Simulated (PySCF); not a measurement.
hydrogen selenide (H₂Se), SMILES [SeH2].

Coordinates come from a ωB97X-D3(BJ)/def2-TZVPD optimisation.

Two levels are set side by side: TDDFT-PBE/def2-TZVPD (PySCF) and EOM-CCSD/aug-cc-pVDZ (PySCF). Vertical, same geometry; the bases differ. Differences are taken from unrounded values.

```csv
quantity,EOM-CCSD
lowest singlet excitation (eV),5.51
lowest triplet excitation (TDA for PBE) (eV),5.11
```

**Question.** What does TDDFT-PBE give, and how far is it from EOM-CCSD? (An estimate is asked for; the answer gives what the named calculation found.)

**Answer.** 
```
quantity                                      TDDFT-PBE  TDDFT-PBE minus EOM-CCSD
--------------------------------------------  ---------  ------------------------
lowest singlet excitation (eV)                     5.23                     -0.28
lowest triplet excitation (TDA for PBE) (eV)       4.75                     -0.36
```

A lower first singlet is the usual sign of a functional without exact exchange. Differences between two approximate levels are no errors against the true value.

Rough cost on one machine, each run with all the roots and properties that it gave: EOM-CCSD against TDDFT-PBE within a factor of 2.
